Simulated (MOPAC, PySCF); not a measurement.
C8H7FSSi, SMILES `Fc1cc([SiH3])c2sccc2c1`, neutral singlet in the gas phase. 

Z-matrix (Å, degrees):
```
C
C 1 1.4148
C 2 1.4059 1 116.89
H 3 1.1003 2 121.25 1 180.00
C 3 1.4105 4 118.08 2 180.00
F 5 1.3477 3 118.25 4 0.00
C 5 1.3916 6 119.18 3 180.00
H 7 1.0992 5 119.96 6 0.00
C 7 1.4145 8 121.71 5 180.00
C 9 1.4401 7 129.22 8 0.00
C 10 1.3731 9 112.64 7 180.00
H 11 1.0973 10 127.73 9 -180.00
H 10 1.0984 11 123.51 12 0.00
S 11 1.7437 12 119.01 10 180.00
Si 2 1.8882 3 120.76 4 0.00
H 15 1.5024 2 108.60 3 0.00
H 15 1.5051 16 109.78 4 -120.83
H 15 1.5051 16 109.78 17 -118.33
```
Charge 0, spin multiplicity 1.

All levels are single points at this geometry (PBE-D3(BJ)/def2-SVP); Pople sets use spherical d functions. Orbital energies aren't observables, and empty levels follow the basis.

HF/STO-3G in PySCF gives gap (eV) = 12.03.

Problem. Estimate the gap (eV) from each of these levels: PBE-D3(BJ)/def2-TZVP in PySCF; B3LYP/LANL2DZ in PySCF; BP86/6-31G* in PySCF; M06-2X/6-31G* in PySCF; HF/6-31G* in PySCF; AM1 in MOPAC; PM3 in MOPAC; PM6 in MOPAC.

Solution. 
```csv
level,gap (eV)
PBE-D3(BJ)/def2-TZVP in PySCF,3.49
B3LYP/LANL2DZ in PySCF,5.03
BP86/6-31G* in PySCF,3.59
M06-2X/6-31G* in PySCF,7.13
HF/6-31G* in PySCF,10.71
AM1 in MOPAC,8.13
PM3 in MOPAC,8.13
PM6 in MOPAC,7.98
```
